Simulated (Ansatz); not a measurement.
Born–Oppenheimer molecular dynamics of ClGeH5O (8 atoms, charge 0, multiplicity 1). It starts at the highest image of a converged band, a first-order saddle point between two minima.

The calculation used RKS PBE-D4/def2-SVP in Ansatz.

```
ensemble                      : NVE (velocity Verlet)
time step                     : 0.5 fs
steps asked                   : 200
starting velocities drawn for : 100 K
seed                          : 6218
```

First frame:

```xyz
8
Properties=species:S:1:pos:R:3
Ge 0.093 -0.219 -0.112
H 0.666 0.181 1.642
H 1.377 0.348 -0.743
H -1.156 0.645 0.168
Cl -0.716 -1.533 -1.740
O 0.459 -1.849 0.992
H -0.307 -2.460 1.074
H 0.565 -0.933 1.707
```

**Question.** How far do the bonds stretch over the last three quarters of this one trajectory? (Pairs bonded in most of those frames.)

**Answer.** 
```tsv
bond	mean (Å)	spread (Å)	shortest	longest
Ge1–H2	1.558	0.033	1.50	1.63
Ge1–H3	1.553	0.037	1.50	1.61
Ge1–H4	1.556	0.024	1.52	1.60
Ge1–Cl5	2.274	0.085	2.10	2.37
O6–H7	0.981	0.014	0.96	1.01
O6–H8	0.978	0.011	0.96	1.00
```

Pairs bonded in part of these frames only: Ge1–O6 17 %.

Mean temperature of the second half: 1551 K. The conserved energy stayed within 0.083 meV per atom of its start (net change 0.063 meV per atom), so the integration is sound. The kinetic energy rose, since the run started high on the potential surface and went downhill. It ends in pieces (ClGeH3 + H2O), so much of that is their flight and rotation, not heat. A run of 0.1 ps of so small a system gives no equilibrium averages. The orbitals stay closed-shell, which can raise the energy where a bond breaks towards radicals; this wasn't checked here.

Run time: 2 min on 2 threads of Intel(R) Xeon(R) 6975P-C (Granite Rapids) (shared host), peak memory 0.15 GiB.
